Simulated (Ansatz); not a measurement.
Ansatz (a first-principles code) input (B3LYP-D3(BJ)/def2-TZVP):

Ansatz 0.2 input:
```yaml
crystal:
  periodic: [false, false, false]
  atoms:
    - {symbol: C, position_ang: [-1.27706481, -0.56481533, 0.85753440]}
    - {symbol: C, position_ang: [-0.35109535, 0.29926773, 0.09732795]}
    - {symbol: C, position_ang: [0.59159890, 1.04937929, 1.04063778]}
    - {symbol: C, position_ang: [-1.16993526, 1.33298472, -0.71080368]}
    - {symbol: C, position_ang: [0.44731217, -0.54795750, -0.92582023]}
    - {symbol: C, position_ang: [1.29849132, -1.63666003, -0.28358304]}
    - {symbol: H, position_ang: [-1.98013345, -1.18486843, 0.33530637]}
    - {symbol: H, position_ang: [-1.30337128, -0.55248123, 1.92874130]}
    - {symbol: H, position_ang: [0.02485954, 1.73319558, 1.66869869]}
    - {symbol: H, position_ang: [1.31960434, 1.62659452, 0.47483041]}
    - {symbol: H, position_ang: [1.12330149, 0.35744643, 1.68778540]}
    - {symbol: H, position_ang: [-0.50345207, 1.97410469, -1.28367480]}
    - {symbol: H, position_ang: [-1.84630853, 0.83069830, -1.39799137]}
    - {symbol: H, position_ang: [-1.75873187, 1.95368883, -0.03964528]}
    - {symbol: H, position_ang: [-0.26518167, -1.01481830, -1.60931239]}
    - {symbol: H, position_ang: [1.08593081, 0.11621447, -1.51235061]}
    - {symbol: H, position_ang: [2.10686917, -1.20930026, 0.30370144]}
    - {symbol: H, position_ang: [0.68611867, -2.25618899, 0.36849337]}
    - {symbol: H, position_ang: [1.73773912, -2.26941180, -1.05205992]}
basis:
  gaussian:
    orbitals: def2-TZVP
hamiltonian:
  xc: b3lyp
  dispersion: d3bj
magnetization: {spin_polarized: true, initial_magnetization: 1}
relax: {f_tol: 0.002, max_steps: 150}
```

End of the output:

```
mean field evaluation 128: about -6435.6053 eV, gradient 5.3e-1 eV
mean field -6435.55945807 eV, -236.5024479051 hartree, gradient 1.7e-5 eV, S^2 0.753913; 0 other end points of the search recorded, 0 dependent functions left out
the calculation of the forces begins
reference -6435.55977987 eV, -236.5024597311 hartree; 25, 24 occupied and 239, 240 virtual orbitals, 1652 factors
relax step  17: F+E_penalty+E_count = -6436.29624008 eV  Δ(F+E_penalty+E_count) = -1.215e-5 eV  max|allowed force component| = 3.510e-3 eV/Å  Δτ_max = 0.0061 Å  (34 SCF iters, accepted)
these checks for a lower state are left out or cut short: starts, cluster_reference, orbital_swaps, neighbouring_geometries, increment
integrals: 0.22 GiB planned
1652 factors; their error is unknown
0.38 GiB of the device are held for the grids
1.63 GiB of device memory are held for the factors and their scratch space
mean field: 2.05 GiB planned
mean field -6435.55942023 eV, -236.5024465146 hartree, gradient 1.7e-5 eV, S^2 0.753913; 0 other end points of the search recorded, 0 dependent functions left out
the calculation of the forces begins
reference -6435.55974200 eV, -236.5024583395 hartree; 25, 24 occupied and 239, 240 virtual orbitals, 1652 factors
relax step  18: F+E_penalty+E_count = -6436.29624200 eV  Δ(F+E_penalty+E_count) = -1.925e-6 eV  max|allowed force component| = 1.581e-3 eV/Å  Δτ_max = 0.0025 Å  (35 SCF iters, accepted)
integrals: 0.22 GiB planned
1652 factors; their error is unknown
0.38 GiB of the device are held for the grids
1.63 GiB of device memory are held for the factors and their scratch space
mean field: 2.05 GiB planned
mean field evaluation 160: about -6435.5594 eV, gradient 7.7e-3 eV
mean field -6435.55942023 eV, -236.5024465146 hartree, gradient 1.7e-5 eV, S^2 0.753913; 1 other end points of the search recorded, 0 dependent functions left out
the calculation of the forces begins
reference -6435.55974200 eV, -236.5024583395 hartree; 25, 24 occupied and 239, 240 virtual orbitals, 1652 factors
Total energy: -6436.29656377 eV, -236.5295360402 hartree
Atom 0 at    -1.300651    -0.557157     0.877747 Å, force     0.001581     0.000405    -0.000780 eV/Å
Atom 1 at    -0.351577     0.294086     0.098869 Å, force     0.000588    -0.000083    -0.000492 eV/Å
Atom 2 at     0.601926     1.033523     1.048865 Å, force    -0.000484     0.000273     0.000481 eV/Å
Atom 3 at    -1.162951     1.343562    -0.698304 Å, force    -0.000185     0.000499     0.000445 eV/Å
Atom 4 at     0.434780    -0.566467    -0.917623 Å, force    -0.000455    -0.000829     0.000698 eV/Å
Atom 5 at     1.325781    -1.646724    -0.311428 Å, force     0.000304    -0.000173    -0.000604 eV/Å
Atom 6 at    -1.854025    -1.348550     0.387987 Å, force    -0.000784    -0.000773    -0.000603 eV/Å
Atom 7 at    -1.579579    -0.298372     1.890583 Å, force    -0.000244     0.000544     0.000913 eV/Å
Atom 8 at     0.042097     1.696634     1.711653 Å, force     0.000185     0.000293     0.000232 eV/Å
Atom 9 at     1.313135     1.643040     0.486675 Å, force    -0.000168     0.000006    -0.000071 eV/Å
Atom 10 at     1.165770     0.339701     1.672431 Å, force    -0.000342     0.000075    -0.000119 eV/Å
Atom 11 at    -0.490798     1.986021    -1.274036 Å, force     0.000023    -0.000018     0.000021 eV/Å
Atom 12 at    -1.849986     0.858676    -1.393978 Å, force     0.000027    -0.000126     0.000124 eV/Å
Atom 13 at    -1.748115     1.974971    -0.027936 Å, force    -0.000152     0.000161    -0.000056 eV/Å
Atom 14 at    -0.289395    -1.034100    -1.592219 Å, force     0.000186    -0.000153    -0.000277 eV/Å
Atom 15 at     1.040707     0.102479    -1.536781 Å, force    -0.000090    -0.000009     0.000147 eV/Å
Atom 16 at     2.134791    -1.218368     0.282059 Å, force    -0.000066    -0.000087    -0.000133 eV/Å
Atom 17 at     0.753177    -2.311371     0.338460 Å, force    -0.000062     0.000144    -0.000022 eV/Å
Atom 18 at     1.781465    -2.254511    -1.095208 Å, force     0.000139    -0.000150     0.000095 eV/Å
Dipole moment:     0.008409     0.035581    -0.038163 e Å
```

It need not be the lowest isomer of its formula.
